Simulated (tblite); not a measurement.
Record of a relaxation.

Compound: C4H7BrOSi2.
SMILES with atom numbers: `[CH:1]#[C:2][Si@@H:3]1[O:4][CH2:5][CH2:6][Si@@H:7]1[Br:8]` (hydrogens: H9 on C1; H10 on Si3; H11, H12 on C5; H13, H14 on C6; H15 on Si7)

Computed with GFN2-xTB (tblite), gas phase: L-BFGS steps from a force-field or distance-geometry start until the largest atomic force falls under 0.01 eV/Å. 13 of its 69 geometries are shown.

Step 0: E = -645.9018 eV, largest atomic force 1.297 eV/Å
```
atom  x, y, z in Å  |  force x, y, z in eV/Å
C1      3.390    0.999    0.343   -0.201  -0.073   0.026
C2      2.307    0.564    0.652    0.448  -0.077  -0.037
Si3     0.662   -0.136    1.152   -0.331  -0.327   0.064
O4      0.259   -1.555    0.338   -0.098   1.231   0.034
C5     -0.545   -1.382   -0.825   -0.182   0.025   0.212
C6     -1.742   -0.449   -0.549   -0.089   0.163   0.069
Si7    -1.092    1.144    0.288    0.225  -0.764   1.024
Br8    -0.474    2.580   -1.266   -0.086   0.351  -0.261
H9      4.337    1.389    0.060   -0.346  -0.107   0.092
H10     0.517   -0.336    2.619    0.190  -0.205  -0.555
H11     0.084   -1.001   -1.649   -0.179   0.058   0.220
H12    -0.915   -2.369   -1.140    0.151   0.054   0.240
H13    -2.429   -0.936    0.164    0.225   0.047  -0.411
H14    -2.284   -0.223   -1.467   -0.028  -0.324  -0.058
H15    -2.081    1.717    1.257    0.301  -0.051  -0.659
```

Step 6: E = -646.0892 eV, largest atomic force 0.405 eV/Å
```
atom  x, y, z in Å  |  force x, y, z in eV/Å
C1      3.379    0.994    0.342    0.032  -0.006  -0.003
C2      2.322    0.525    0.666    0.278   0.016  -0.015
Si3     0.682   -0.122    1.166   -0.322  -0.239   0.054
O4      0.247   -1.471    0.338    0.090   0.089   0.095
C5     -0.563   -1.356   -0.811    0.109  -0.039   0.107
C6     -1.751   -0.432   -0.557   -0.093  -0.019   0.024
Si7    -1.048    1.115    0.330   -0.232  -0.072   0.008
Br8    -0.512    2.587   -1.248   -0.044   0.174  -0.107
H9      4.311    1.386    0.064    0.126   0.074  -0.065
H10     0.551   -0.396    2.584    0.114  -0.217   0.094
H11     0.056   -0.981   -1.634   -0.021   0.071  -0.095
H12    -0.891   -2.365   -1.081    0.005   0.005   0.100
H13    -2.429   -0.947    0.127   -0.048   0.056  -0.030
H14    -2.289   -0.258   -1.487    0.022   0.033  -0.024
H15    -2.069    1.731    1.177   -0.016   0.074  -0.146
```

Step 11: E = -646.1310 eV, largest atomic force 0.134 eV/Å
```
atom  x, y, z in Å  |  force x, y, z in eV/Å
C1      3.395    0.993    0.339    0.043  -0.002   0.012
C2      2.355    0.497    0.686   -0.065   0.062   0.053
Si3     0.680   -0.120    1.195    0.101   0.031  -0.030
O4      0.258   -1.453    0.345    0.018   0.069  -0.009
C5     -0.557   -1.347   -0.795   -0.045  -0.058   0.013
C6     -1.764   -0.437   -0.562    0.015   0.006   0.030
Si7    -1.068    1.109    0.318    0.069   0.089   0.031
Br8    -0.551    2.623   -1.253   -0.027  -0.006   0.000
H9      4.324    1.401    0.050   -0.089  -0.051   0.002
H10     0.602   -0.494    2.602    0.055  -0.058  -0.058
H11     0.032   -0.961   -1.640    0.018  -0.090   0.067
H12    -0.877   -2.365   -1.026   -0.013  -0.070  -0.114
H13    -2.458   -0.945    0.110   -0.031   0.018  -0.010
H14    -2.283   -0.264   -1.504    0.049   0.005   0.012
H15    -2.092    1.772    1.113   -0.096   0.055   0.001
```

Step 17: E = -646.1417 eV, largest atomic force 0.081 eV/Å
```
atom  x, y, z in Å  |  force x, y, z in eV/Å
C1      3.400    0.989    0.345   -0.018   0.014   0.002
C2      2.354    0.515    0.705   -0.046   0.046  -0.004
Si3     0.683   -0.115    1.198    0.050   0.013   0.001
O4      0.263   -1.446    0.346   -0.026  -0.055   0.001
C5     -0.562   -1.357   -0.787    0.005   0.022  -0.024
C6     -1.761   -0.433   -0.554    0.036  -0.027  -0.032
Si7    -1.069    1.125    0.328   -0.029  -0.075  -0.006
Br8    -0.570    2.632   -1.256    0.004  -0.001  -0.010
H9      4.321    1.396    0.039    0.005  -0.026   0.002
H10     0.636   -0.541    2.589    0.017  -0.015   0.004
H11     0.032   -0.981   -1.631    0.003  -0.009  -0.012
H12    -0.877   -2.377   -1.032   -0.026   0.043   0.061
H13    -2.473   -0.935    0.104    0.026   0.029   0.006
H14    -2.265   -0.259   -1.504    0.018   0.043   0.008
H15    -2.120    1.794    1.088   -0.018  -0.001   0.004
```

Step 23: E = -646.1449 eV, largest atomic force 0.066 eV/Å
```
atom  x, y, z in Å  |  force x, y, z in eV/Å
C1      3.396    0.995    0.347   -0.009   0.006  -0.010
C2      2.342    0.542    0.706   -0.004  -0.004  -0.021
Si3     0.685   -0.118    1.199   -0.057   0.021   0.026
O4      0.261   -1.449    0.350    0.010  -0.011  -0.014
C5     -0.560   -1.359   -0.787   -0.014   0.003  -0.002
C6     -1.754   -0.430   -0.558    0.002   0.024   0.003
Si7    -1.071    1.121    0.334    0.005   0.024   0.013
Br8    -0.576    2.628   -1.254    0.015  -0.001   0.000
H9      4.322    1.384    0.037    0.039   0.016  -0.006
H10     0.655   -0.562    2.584    0.011  -0.010   0.025
H11     0.037   -0.993   -1.633   -0.002  -0.023   0.004
H12    -0.889   -2.376   -1.018    0.002  -0.007   0.005
H13    -2.468   -0.926    0.101   -0.007  -0.010  -0.023
H14    -2.253   -0.243   -1.507    0.002  -0.002  -0.006
H15    -2.133    1.795    1.078    0.008  -0.028   0.005
```

Step 28: E = -646.1458 eV, largest atomic force 0.030 eV/Å
```
atom  x, y, z in Å  |  force x, y, z in eV/Å
C1      3.393    0.999    0.343   -0.001  -0.004  -0.003
C2      2.336    0.549    0.699    0.003  -0.005  -0.001
Si3     0.681   -0.117    1.205    0.021  -0.012  -0.008
O4      0.262   -1.448    0.350   -0.002   0.023   0.019
C5     -0.561   -1.359   -0.786    0.016  -0.008   0.012
C6     -1.751   -0.426   -0.560   -0.008  -0.007  -0.002
Si7    -1.071    1.123    0.336   -0.003   0.000  -0.003
Br8    -0.572    2.626   -1.254    0.011   0.002   0.011
H9      4.325    1.382    0.038   -0.029   0.000   0.004
H10     0.663   -0.569    2.589    0.006   0.008  -0.017
H11     0.038   -1.002   -1.633    0.001  -0.002  -0.013
H12    -0.894   -2.377   -1.012   -0.002  -0.005   0.007
H13    -2.468   -0.925    0.094   -0.017   0.007  -0.004
H14    -2.249   -0.238   -1.510    0.009   0.004  -0.013
H15    -2.136    1.789    1.080   -0.004  -0.002   0.010
```

Step 34: E = -646.1466 eV, largest atomic force 0.037 eV/Å
```
atom  x, y, z in Å  |  force x, y, z in eV/Å
C1      3.389    1.000    0.339    0.007   0.009   0.000
C2      2.332    0.551    0.694    0.004   0.002   0.006
Si3     0.681   -0.113    1.207    0.000   0.002  -0.009
O4      0.262   -1.444    0.354   -0.013  -0.025  -0.020
C5     -0.560   -1.362   -0.781   -0.032   0.004  -0.005
C6     -1.751   -0.424   -0.565    0.015   0.005  -0.006
Si7    -1.073    1.123    0.339   -0.008  -0.017  -0.011
Br8    -0.561    2.629   -1.245   -0.001   0.005   0.017
H9      4.319    1.385    0.036    0.014   0.011  -0.015
H10     0.677   -0.573    2.586   -0.003   0.006   0.024
H11     0.037   -1.014   -1.635   -0.010  -0.012   0.034
H12    -0.897   -2.381   -0.997    0.003   0.004   0.000
H13    -2.479   -0.918    0.082    0.013   0.007  -0.027
H14    -2.237   -0.231   -1.522    0.012  -0.006   0.014
H15    -2.141    1.781    1.086    0.001   0.006  -0.001
```

Step 40: E = -646.1476 eV, largest atomic force 0.046 eV/Å
```
atom  x, y, z in Å  |  force x, y, z in eV/Å
C1      3.386    1.007    0.333   -0.009   0.003  -0.004
C2      2.331    0.554    0.689    0.001  -0.009  -0.003
Si3     0.683   -0.116    1.206   -0.014   0.020   0.018
O4      0.256   -1.448    0.361    0.002  -0.026   0.024
C5     -0.567   -1.371   -0.774    0.019  -0.006  -0.010
C6     -1.749   -0.420   -0.576   -0.012  -0.011   0.001
Si7    -1.077    1.118    0.344    0.032   0.003   0.033
Br8    -0.546    2.637   -1.219   -0.007   0.023  -0.003
H9      4.314    1.397    0.025    0.010   0.010  -0.008
H10     0.691   -0.569    2.589   -0.009   0.003  -0.002
H11     0.035   -1.036   -1.628    0.025  -0.003  -0.025
H12    -0.907   -2.390   -0.980   -0.021   0.001  -0.005
H13    -2.495   -0.907    0.053   -0.026  -0.014   0.023
H14    -2.215   -0.222   -1.540    0.000   0.012  -0.022
H15    -2.146    1.773    1.094    0.008  -0.005  -0.016
```

Step 45: E = -646.1483 eV, largest atomic force 0.025 eV/Å
```
atom  x, y, z in Å  |  force x, y, z in eV/Å
C1      3.384    1.014    0.327   -0.006  -0.005  -0.008
C2      2.332    0.553    0.685   -0.001  -0.010  -0.005
Si3     0.685   -0.118    1.208    0.008  -0.024  -0.003
O4      0.250   -1.454    0.370   -0.002   0.018   0.000
C5     -0.569   -1.377   -0.770    0.002  -0.002   0.011
C6     -1.748   -0.419   -0.581    0.009   0.009   0.003
Si7    -1.073    1.115    0.348   -0.009   0.008  -0.022
Br8    -0.540    2.648   -1.202   -0.010   0.005   0.004
H9      4.310    1.406    0.016   -0.021   0.000   0.004
H10     0.695   -0.564    2.593   -0.006  -0.004  -0.004
H11     0.040   -1.051   -1.625    0.004  -0.005   0.014
H12    -0.918   -2.394   -0.973    0.005  -0.003   0.001
H13    -2.506   -0.904    0.038    0.020   0.009  -0.005
H14    -2.201   -0.215   -1.551    0.007   0.007   0.011
H15    -2.145    1.767    1.095    0.001  -0.003  -0.001
```

Step 51: E = -646.1491 eV, largest atomic force 0.029 eV/Å
```
atom  x, y, z in Å  |  force x, y, z in eV/Å
C1      3.372    1.020    0.311   -0.001  -0.003   0.004
C2      2.329    0.543    0.675   -0.007  -0.002   0.002
Si3     0.686   -0.125    1.212   -0.013   0.022   0.002
O4      0.240   -1.463    0.386   -0.010  -0.027   0.000
C5     -0.570   -1.388   -0.760   -0.002   0.004  -0.015
C6     -1.738   -0.412   -0.592    0.013   0.001  -0.007
Si7    -1.067    1.115    0.350    0.013  -0.001   0.021
Br8    -0.537    2.675   -1.172    0.000   0.006  -0.014
H9      4.292    1.425    0.001    0.006   0.005  -0.016
H10     0.702   -0.566    2.597   -0.005  -0.008   0.016
H11     0.050   -1.083   -1.612    0.005   0.004  -0.008
H12    -0.933   -2.403   -0.953    0.005   0.002   0.003
H13    -2.514   -0.888    0.010   -0.001   0.012   0.010
H14    -2.169   -0.195   -1.568    0.002  -0.017  -0.013
H15    -2.148    1.754    1.095   -0.005   0.001   0.013
```

Step 57: E = -646.1495 eV, largest atomic force 0.014 eV/Å
```
atom  x, y, z in Å  |  force x, y, z in eV/Å
C1      3.367    1.019    0.307   -0.005   0.000  -0.003
C2      2.327    0.537    0.673    0.001   0.003   0.008
Si3     0.685   -0.129    1.214   -0.003   0.005   0.006
O4      0.234   -1.468    0.391    0.012   0.005   0.005
C5     -0.568   -1.390   -0.760    0.003   0.001   0.010
C6     -1.732   -0.408   -0.595   -0.003  -0.003  -0.004
Si7    -1.063    1.117    0.351   -0.003  -0.005  -0.008
Br8    -0.540    2.683   -1.170   -0.001  -0.006   0.004
H9      4.284    1.429   -0.008   -0.006  -0.006  -0.007
H10     0.697   -0.567    2.602   -0.001  -0.003  -0.004
H11     0.057   -1.087   -1.610   -0.002   0.001   0.010
H12    -0.933   -2.404   -0.952   -0.002   0.008  -0.009
H13    -2.510   -0.879    0.008    0.002   0.001  -0.004
H14    -2.162   -0.197   -1.573   -0.002   0.003  -0.004
H15    -2.147    1.751    1.099    0.010  -0.003   0.000
```

Step 62: E = -646.1496 eV, largest atomic force 0.015 eV/Å
```
atom  x, y, z in Å  |  force x, y, z in eV/Å
C1      3.362    1.020    0.303   -0.004  -0.001  -0.006
C2      2.325    0.537    0.675   -0.001   0.004   0.008
Si3     0.684   -0.129    1.219    0.000  -0.006  -0.001
O4      0.233   -1.469    0.397   -0.008  -0.001   0.000
C5     -0.567   -1.391   -0.756    0.002   0.000  -0.005
C6     -1.729   -0.406   -0.600    0.002   0.001   0.005
Si7    -1.062    1.116    0.351    0.002   0.005   0.003
Br8    -0.540    2.688   -1.163    0.004   0.004  -0.006
H9      4.276    1.431   -0.019   -0.002  -0.004  -0.005
H10     0.698   -0.570    2.604   -0.001   0.001   0.002
H11     0.061   -1.094   -1.605    0.006   0.009  -0.003
H12    -0.937   -2.403   -0.949    0.006  -0.006   0.007
H13    -2.512   -0.873    0.001   -0.005  -0.011  -0.009
H14    -2.152   -0.195   -1.581    0.001   0.003   0.006
H15    -2.144    1.746    1.103   -0.001   0.002   0.004
```

Step 68: E = -646.1498 eV, largest atomic force 0.009 eV/Å
```
atom  x, y, z in Å  |  force x, y, z in eV/Å
C1      3.355    1.020    0.296    0.002  -0.002   0.000
C2      2.323    0.538    0.681   -0.004  -0.004  -0.006
Si3     0.682   -0.131    1.224   -0.002   0.007   0.003
O4      0.229   -1.470    0.402    0.001  -0.003   0.001
C5     -0.565   -1.391   -0.754    0.001   0.002   0.000
C6     -1.727   -0.405   -0.603    0.001   0.000  -0.001
Si7    -1.060    1.117    0.350   -0.003  -0.005   0.007
Br8    -0.539    2.692   -1.161    0.001  -0.006   0.004
H9      4.268    1.429   -0.032    0.001   0.000  -0.005
H10     0.695   -0.574    2.608   -0.002   0.001   0.007
H11     0.068   -1.093   -1.600   -0.001  -0.002   0.000
H12    -0.935   -2.403   -0.947    0.007   0.001  -0.006
H13    -2.514   -0.872   -0.008    0.001  -0.002   0.005
H14    -2.145   -0.193   -1.586    0.004   0.007  -0.004
H15    -2.140    1.744    1.108   -0.004   0.006  -0.003
```

Task: Summarise the path.

Result: The energy falls by 0.2480 eV from step 0 to step 68; nine tenths of that is first reached at step 10. It falls at every step. The largest force goes from 1.297 to 0.009 eV/Å. Among the bonds Si3–O4 changes most, from 1.685 to 1.635 Å; the atoms move by 0.147 Å rms after alignment.

The cost below is that of the whole relaxation. Time: 1.7 s wall. Hardware: one thread of an AMD EPYC 7R43, shared host with 256 logical CPUs at a one-minute load of 167.
